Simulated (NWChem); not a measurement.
System meant: selenium dioxide (SeO2); SMILES O=[Se]=O

Here is an NWChem input.

```
start job
memory heap 200 mb stack 900 mb global 1100 mb
geometry units angstroms noautosym nocenter noautoz
  O      1.371089     0.000000    -0.603943
  Se     0.000000     0.000000     0.265770
  O     -1.371089     0.000000    -0.603943
end
basis spherical
  O library def2-svp
  Se library def2-svp
end
dft
  xc xtpss03 ctpss03
  iterations 150
end
property
  shielding 2 1 2
end
task dft property
```

End of the output:

```
 Vector   28  Occ=0.000000D+00  E= 6.575591D-03
              MO Center= -3.6D-08, -8.7D-11,  4.0D-01, r^2= 2.4D+00
   Bfn.  Coefficient  Atom+Function         Bfn.  Coefficient  Atom+Function
  ----- ------------  ---------------      ----- ------------  ---------------
    29      1.127632  2 Se px                 3     -0.486111  1 O  s
    49      0.486111  3 O  s                 26      0.370673  2 Se px
     9     -0.313875  1 O  pz                55      0.313875  3 O  pz
     6     -0.273724  1 O  pz                52      0.273724  3 O  pz
    23     -0.221718  2 Se px                 7      0.156545  1 O  px

 center of mass
 --------------
 x =   0.00000000 y =   0.00000000 z =   0.02818346

 moments of inertia (a.u.)
 ------------------
          61.485933239294           0.000000000000           0.000000000000
           0.000000000000         276.239685696740           0.000000000000
           0.000000000000           0.000000000000         214.753752457446

     Multipole analysis of the density
     ---------------------------------

     L   x y z        total         alpha         beta         nuclear
     -   - - -        -----         -----         ----         -------
     0   0 0 0     -0.000000    -25.000000    -25.000000     50.000000

     1   1 0 0     -0.000001     -0.000000     -0.000000      0.000000
     1   0 1 0     -0.000000     -0.000000     -0.000000      0.000000
     1   0 0 1      0.988957      1.086821      1.086821     -1.184684

     2   2 0 0    -24.570085    -65.990566    -65.990566    107.411046
     2   1 1 0     -0.000000     -0.000000     -0.000000      0.000000
     2   1 0 1      0.000001      0.000000      0.000000      0.000000
     2   0 2 0    -18.982211     -9.491106     -9.491106      0.000000
     2   0 1 1     -0.000000     -0.000000     -0.000000      0.000000
     2   0 0 2    -20.858799    -25.137721    -25.137721     29.416642

          -----------------------------------------
          Chemical Shielding Tensors (GIAO, in ppm)
          -----------------------------------------

 ------------------------------------------------------------------------
  xtpss03: d2 not coded                    0
 ------------------------------------------------------------------------
 ------------------------------------------------------------------------
  current input line :
    19: task dft property
 ------------------------------------------------------------------------
 ------------------------------------------------------------------------
 This error has not yet been assigned to a category
 ------------------------------------------------------------------------
 For more information see the NWChem manual at https://nwchemgit.github.io

0: xtpss03: d2 not coded:Received an Error in Communication
```

Question: Can this run be used? If not, why, and what is the fix?

Answer: The program stopped with an error. Cause: this functional's second derivatives, which shieldings need, aren't coded here; the fix takes a hybrid GGA instead. This input runs:
```
start job
memory heap 200 mb stack 900 mb global 1100 mb
geometry units angstroms noautosym nocenter noautoz
  O      1.371089     0.000000    -0.603943
  Se     0.000000     0.000000     0.265770
  O     -1.371089     0.000000    -0.603943
end
basis spherical
  * library def2-svp
end
dft
  xc pbe0
  iterations 150
end
property
  shielding 2 1 2
end
task dft property
```
It converges to -2551.06039 Ha (PBE0/def2-SVP, GIAO).
